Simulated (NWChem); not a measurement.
The numbers come from NWChem runs, not from measurements. System: ClTl, charge 0, spin multiplicity 1, at a geometry optimised with PBE0/def2-SVP with def2 effective core potentials on Tl. The structure started from a generated list of species. Level: TPSS/def2-TZVP with def2 effective core potentials on Tl.

NWChem printed:

```
             Northwest Computational Chemistry Package (NWChem) 7.3.0
             --------------------------------------------------------

                                NWChem Input Module
                                -------------------

 Scaling coordinates for geometry "geometry" by  1.889725989
 (inverse scale =  0.529177249)

 Turning off AUTOSYM since
 SYMMETRY directive was detected!

                             Geometry "geometry" -> ""
                             -------------------------

 Output coordinates in angstroms (scale by  1.889725989 to convert to a.u.)

  No.       Tag          Charge          X              Y              Z
 ---- ---------------- ---------- -------------- -------------- --------------
    1 Tl                  81.0000     0.00000000     0.00000000    -0.43706000
    2 Cl                  17.0000     0.00000000     0.00000000     2.08246200

 Effective nuclear repulsion energy (a.u.)     289.2124267510

            Nuclear Dipole moment (a.u.)
            ----------------------------
        X                 Y               Z
 ---------------- ---------------- ----------------
     0.0000000000     0.0000000000    -0.0000113384

      Symmetry information
      --------------------

 Group name             C2v
 Group number             16
 Group order               4
 No. of unique centers     2

      Symmetry unique atoms

     1    2


 Summary of "ao basis" -> "" (spherical)
 ------------------------------------------------------------------------------
       Tag                 Description            Shells   Functions and Types
 ---------------- ------------------------------  ------  ---------------------
 *                         def2-tzvp                  on all atoms

                                 NWChem DFT Module
                                 -----------------

 Summary of "ao basis" -> "ao basis" (spherical)
 ------------------------------------------------------------------------------
       Tag                 Description            Shells   Functions and Types
 ---------------- ------------------------------  ------  ---------------------
 Tl                        def2-tzvp                16       50   6s5p3d2f
 Cl                        def2-tzvp                13       37   5s5p2d1f

 Summary of "ao basis" -> "ao basis" (spherical)
 ------------------------------------------------------------------------------
       Tag                 Description            Shells   Functions and Types
[...]
 Vector   18  Occ=2.000000D+00  E=-2.421401D-01  Symmetry=b1
              MO Center= -5.2D-15,  5.4D-18,  2.0D+00, r^2= 1.5D+00
   Bfn.  Coefficient  Atom+Function         Bfn.  Coefficient  Atom+Function
  ----- ------------  ---------------      ----- ------------  ---------------
    65      0.511971  2 Cl px                68      0.365217  2 Cl px
    62      0.247593  2 Cl px                56     -0.201186  2 Cl px
    59     -0.094841  2 Cl px                25      0.078902  1 Tl d  1
    10     -0.072968  1 Tl px                16      0.071311  1 Tl px
    13      0.065610  1 Tl px                19      0.033145  1 Tl px

 Vector   19  Occ=2.000000D+00  E=-2.368792D-01  Symmetry=a1
              MO Center= -7.1D-16, -1.1D-15,  1.0D+00, r^2= 3.9D+00
   Bfn.  Coefficient  Atom+Function         Bfn.  Coefficient  Atom+Function
  ----- ------------  ---------------      ----- ------------  ---------------
    67      0.448485  2 Cl pz                 5      0.328652  1 Tl s
    70      0.320579  2 Cl pz                 6      0.306258  1 Tl s
     3     -0.258409  1 Tl s                 64      0.216049  2 Cl pz
    12      0.193476  1 Tl pz                58     -0.175271  2 Cl pz
    15     -0.170764  1 Tl pz                 2      0.159050  1 Tl s

 Vector   20  Occ=0.000000D+00  E=-8.408913D-02  Symmetry=b2
              MO Center=  9.9D-18, -1.8D-15, -4.4D-01, r^2= 4.6D+00
   Bfn.  Coefficient  Atom+Function         Bfn.  Coefficient  Atom+Function
  ----- ------------  ---------------      ----- ------------  ---------------
    17      0.550897  1 Tl py                11     -0.369758  1 Tl py
    14      0.336774  1 Tl py                20      0.314188  1 Tl py
    69     -0.152809  2 Cl py                66     -0.125724  2 Cl py
     8      0.072935  1 Tl py                63     -0.073212  2 Cl py
    57      0.052547  2 Cl py                33     -0.044162  1 Tl d -1

 Vector   21  Occ=0.000000D+00  E=-8.408913D-02  Symmetry=b1
              MO Center=  3.8D-16,  1.8D-17, -4.4D-01, r^2= 4.6D+00
   Bfn.  Coefficient  Atom+Function         Bfn.  Coefficient  Atom+Function
  ----- ------------  ---------------      ----- ------------  ---------------
    16      0.550897  1 Tl px                10     -0.369758  1 Tl px
    13      0.336774  1 Tl px                19      0.314188  1 Tl px
    68     -0.152809  2 Cl px                65     -0.125724  2 Cl px
     7      0.072935  1 Tl px                62     -0.073212  2 Cl px
    56      0.052547  2 Cl px                35      0.044162  1 Tl d  1

 Vector   22  Occ=0.000000D+00  E=-2.212153D-02  Symmetry=a1
              MO Center=  8.3D-15,  9.1D-15, -6.7D-01, r^2= 7.4D+00
   Bfn.  Coefficient  Atom+Function         Bfn.  Coefficient  Atom+Function
  ----- ------------  ---------------      ----- ------------  ---------------
    21      0.692711  1 Tl pz                 5      0.366141  1 Tl s
    15      0.266935  1 Tl pz                12     -0.261371  1 Tl pz
    18      0.255394  1 Tl pz                55     -0.247227  2 Cl s
    67      0.198776  2 Cl pz                54     -0.173686  2 Cl s
    34     -0.154941  1 Tl d  0               3     -0.139822  1 Tl s

 center of mass
 --------------
 x =   0.00000000 y =   0.00000000 z =  -0.13203525

 moments of inertia (a.u.)
 ------------------
         677.183627005485           0.000000000000           0.000000000000
           0.000000000000         677.183627005485           0.000000000000
           0.000000000000           0.000000000000           0.000000000000

     Multipole analysis of the density
     ---------------------------------

     L   x y z        total         alpha         beta         nuclear
     -   - - -        -----         -----         ----         -------
     0   0 0 0     -0.000000    -19.000000    -19.000000     38.000000

     1   1 0 0      0.000000      0.000000      0.000000      0.000000
     1   0 1 0      0.000000      0.000000      0.000000      0.000000
     1   0 0 1     -1.756312    -25.655859    -25.655859     49.555407

     2   2 0 0    -27.129946    -13.564973    -13.564973      0.000000
     2   1 1 0     -0.000000     -0.000000     -0.000000      0.000000
     2   1 0 1      0.000000      0.000000      0.000000      0.000000
     2   0 2 0    -27.129946    -13.564973    -13.564973      0.000000
     2   0 1 1      0.000000      0.000000      0.000000      0.000000
     2   0 0 2    -34.930450   -156.262614   -156.262614    277.594777

 Task  times  cpu:        3.7s     wall:        3.7s

 Total times  cpu:        3.7s     wall:        3.7s
```

Write an NWChem input that would produce this output.

One answer among several that fit: 
```
start mol
memory heap 200 mb stack 900 mb global 1100 mb
geometry units angstroms nocenter noautoz
  Tl     0.000000     0.000000    -0.437060
  Cl     0.000000     0.000000     2.082462
  symmetry group C2v
end
basis spherical
  * library def2-tzvp
end
ecp
  Tl library def2-ecp
end
dft
  xc xtpss03 ctpss03
  semidirect memsize 60000000 filesize 0
  iterations 100
  grid fine
end
task dft energy
```
